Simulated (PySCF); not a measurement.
# Nuclear quadrupole coupling in `C=C[Si]1([SiH2]SC)CC1`

C5H12SSi2.
Geometry (GFN2-xTB, Å), atoms numbered from 1 in this order:
```xyz
20
C5H12SSi2 angstrom
C     -1.3723    2.3227   -1.1086
C     -1.9748    1.2250   -0.6741
Si    -1.0770   -0.3053   -0.0643
Si     1.1873   -0.6191    0.0196
S      2.1031    1.1980   -0.6816
C      3.8489    0.7346   -0.5211
C     -2.1082   -1.8908   -0.2307
C     -2.0961   -1.3185    1.1768
H     -0.2984    2.4076   -1.1402
H     -1.9227    3.1850   -1.4518
H     -3.0587    1.1916   -0.6643
H      1.7356   -1.6772   -0.8393
H      1.7723   -0.8428    1.3476
H      4.4344    1.5886   -0.8453
H      4.0575   -0.1223   -1.1547
H      4.0712    0.5040    0.5164
H     -1.6127   -2.8425   -0.3562
H     -3.0603   -1.8720   -0.7391
H     -3.0397   -0.9407    1.5409
H     -1.5946   -1.9151    1.9249
```

Field gradients from the PBE0/pcSseg-1 density (PySCF, non-relativistic), principal values in atomic units, ordered |Vxx| ≤ |Vyy| ≤ |Vzz|:

```tsv
atom	Vxx	Vyy	Vzz
S5	0.1899	2.1679	-2.3578
```

Task: Find the asymmetry η = (Vxx − Vyy)/Vzz and the couplings χ = eQV/h (234.96 MHz × Q in barn × V in au), with Q(33S) = −0.0678 b.

Result: 
| atom | environment | nucleus | η | χzz (MHz) | χxx (MHz) | χyy (MHz) |
| --- | --- | --- | --- | --- | --- | --- |
| S5 | sulfur bonded to C and Si | 33S | 0.84 | 37.56 | -3.02 | -34.54 |

The tensor is traceless: Vxx + Vyy + Vzz = 0.

Task: What is Vzz at S5 in SI units (1 au = 9.71736 × 10²¹ V/m²)?

Result: -2.3578 au = -22.911 × 10²¹ V/m².

Task: And the gradient at the other heavy atoms, for which no coupling is worked out here?

Result: 
```
atom                  environment  Vzz (au)     η
  C1         terminal =CH2 carbon     0.373  0.31
  C2             alkene CH carbon     0.310  0.60
 Si3      four-coordinate silicon     0.204  0.28
 Si4                 SiH2 silicon     0.507  0.00
  C6              S-methyl carbon     0.295  0.03
  C7  sp3 carbon bound to silicon     0.123  0.11
  C8  sp3 carbon bound to silicon     0.122  0.12
```

Task: What couplings would deuterons (Q(2H) = 0.00286 b) have in place of the hydrogens, at this geometry?

Result: 
```csv
atom,bonded to,bond length (Å),Vzz (au),η,χzz (kHz)
H9,C1,1.078,0.3271,0.07,220
H10,C1,1.079,0.3326,0.04,224
H11,C2,1.084,0.3249,0.05,218
H12,Si4,1.469,0.1589,0.03,107
H13,Si4,1.468,0.1595,0.03,107
H14,C6,1.085,0.3173,0.04,213
H15,C6,1.086,0.3133,0.03,211
H16,C6,1.086,0.3137,0.03,211
H17,C7,1.080,0.3371,0.08,227
H18,C7,1.079,0.3391,0.08,228
H19,C8,1.080,0.3385,0.08,227
H20,C8,1.080,0.3372,0.08,227
```

Geometry: GFN2-xTB, one conformer, isolated molecule. GFN2-xTB bond lengths can be off by several hundredths of an ångström, more for odd bonds, and the gradients follow them. With so small a basis the couplings can be 20 % off.
